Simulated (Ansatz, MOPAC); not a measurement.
The molecule Os2, multiplicity 7 (lowest of 2S+1 = 1, 3, 5, 7, 9 at PBE0/def2-TZVPP; our sources give no spin for the ground state, which may be another). No spin–orbit coupling.

The constants come from a fifth-degree fit in 1/R (seven points, main isotopes). Runs in def2 and cc sets follow the lowest solution found near the PBE0 minimum.

Programs: Ansatz (Gaussian basis) for Hartree–Fock, density functionals and correlated methods; MOPAC for PM7 (differences of heats of formation). Values without a source in brackets are computed. In def2 rows elements past Kr take small-core potentials, without spin–orbit coupling.

```json
[
 {"level": "PM7", "r_e (Å)": "2.200", "ω_e (cm⁻¹)": "430", "ω_e x_e (cm⁻¹)": "0.23", "α_e (cm⁻¹)": "2.5e-5"},
 {"level": "SVWN5/def2-TZVPP", "r_e (Å)": "2.214", "ω_e (cm⁻¹)": "299", "ω_e x_e (cm⁻¹)": "0.40", "α_e (cm⁻¹)": "6.2e-5"},
 {"level": "PBE/def2-TZVPP", "r_e (Å)": "2.238", "ω_e (cm⁻¹)": "285", "ω_e x_e (cm⁻¹)": "0.40", "α_e (cm⁻¹)": "6.3e-5"},
 {"level": "r2SCAN/def2-TZVPP", "r_e (Å)": "2.218", "ω_e (cm⁻¹)": "299", "ω_e x_e (cm⁻¹)": "0.38", "α_e (cm⁻¹)": "6.1e-5"},
 {"level": "B97M-V/def2-TZVPP", "r_e (Å)": "2.240", "ω_e (cm⁻¹)": "281", "ω_e x_e (cm⁻¹)": "0.40", "α_e (cm⁻¹)": "6.4e-5"},
 {"level": "B3LYP/def2-TZVPP", "r_e (Å)": "2.240", "ω_e (cm⁻¹)": "287", "ω_e x_e (cm⁻¹)": "0.38", "α_e (cm⁻¹)": "6.1e-5"},
 {"level": "PBE0/def2-TZVPP", "r_e (Å)": "2.214", "ω_e (cm⁻¹)": "301", "ω_e x_e (cm⁻¹)": "0.37", "α_e (cm⁻¹)": "6.0e-5"},
 {"level": "BHLYP/def2-TZVPP", "r_e (Å)": "2.261", "ω_e (cm⁻¹)": "266", "ω_e x_e (cm⁻¹)": "0.38", "α_e (cm⁻¹)": "6.1e-5"},
 {"level": "wB97X-V/def2-TZVPP", "r_e (Å)": "2.236", "ω_e (cm⁻¹)": "273", "ω_e x_e (cm⁻¹)": "0.37", "α_e (cm⁻¹)": "5.7e-5"},
 {"level": "wB97M-V/def2-TZVPP", "r_e (Å)": "2.243", "ω_e (cm⁻¹)": "272", "ω_e x_e (cm⁻¹)": "0.36", "α_e (cm⁻¹)": "5.7e-5"},
 {"level": "B2PLYP/def2-TZVPP", "r_e (Å)": "2.226", "ω_e (cm⁻¹)": "267", "ω_e x_e (cm⁻¹)": "0.084", "α_e (cm⁻¹)": "4.9e-5"}
]
```

Correlated levels freeze the inner cores; with def2 sets outer-core shells near the valence are correlated too. The state that PM7 reach isn't checked; PM7 holds dispersion and hydrogen-bond terms.

Ansatz is a quantum-chemistry and plane-wave program.
